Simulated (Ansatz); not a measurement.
Consider the isomerisation: `C[SiH](O)[SiH](O)O` → `C[SiH](O)O[SiH2]O`.

Isolated molecules relaxed with PBE0-D4/def2-TZVP in Ansatz; ΔE leaves out vibrations. CCSD(T)/CBS adds triple-zeta CCSD(T) − MP2 to the extrapolated MP2 energy (def2 sets, frozen cores). DFT in def2-TZVPP. Each species was taken in one conformer, which may not be the lowest.

Question: Is it downhill or uphill in electronic energy at CCSD(T)/CBS, and by how much? (Best estimate.)

Answer: Computed: Downhill: ΔE = -155.3 kJ/mol.

Question: What do these levels give: PBE-D4, ωB97M-V, PBE0, CCSD/def2-TZVPP, SCS-MP2/def2-QZVPP, HF/CBS(def2)? (An estimate is asked.)

Answer: Ansatz gave: PBE-D4 -126.6, ωB97M-V -157.6, PBE0 -137.5, CCSD/def2-TZVPP -160.0, SCS-MP2/def2-QZVPP -164.8, HF/CBS(def2) -182.6 kJ/mol.

Largest T1 diagnostic among the species: 0.012.

In def2-TZVPP, CCSD(T) changes the Hartree–Fock value by +23.0 kJ/mol (the triples alone add +3.2 kJ/mol) and MP2 by +17.3 kJ/mol. From PBE to PBE0 (25 % exact exchange), in def2-TZVPP and without D4, ΔE moves by −11.3 kJ/mol.
